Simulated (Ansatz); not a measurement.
A structure relaxed at PBE-D4/def2-SVP in Ansatz, charge 0, singlet:

```xyz
23

O     2.364   -1.767    1.027
S     0.925   -1.770    0.680
O     0.135   -3.015    0.811
C     0.078   -0.398    1.493
C    -0.128   -0.267    2.865
C    -0.811    0.875    3.317
C    -1.263    1.842    2.401
C    -1.044    1.690    1.022
C    -0.364    0.554    0.553
C    -0.028    0.195   -0.840
C    -0.311    0.905   -2.019
C     0.101    0.382   -3.255
C     0.792   -0.841   -3.330
C     1.085   -1.565   -2.161
C     0.666   -1.027   -0.946
H     0.234   -1.036    3.564
H    -0.992    1.012    4.394
H    -1.796    2.731    2.769
H    -1.404    2.455    0.317
H    -0.852    1.863   -1.976
H    -0.121    0.937   -4.179
H     1.107   -1.234   -4.308
H     1.624   -2.523   -2.197
```

(1) Give its formula, name or SMILES and point group.

(2) Summarise the bond lengths by kind (pairs closer than 1.2 times the sum of covalent radii, bridged metal pairs left out).

Answers

(1) dibenzothiophene S,S-dioxide, `O=S1(=O)c2ccccc2-c2ccccc21`. Point group C2v (tolerance 0.1 Å).

(2) 13 × C–C 1.39 to 1.48 Å; 2 × C–S 1.81 Å; 2 × O–S 1.48 Å; 8 × C–H 1.10 Å.
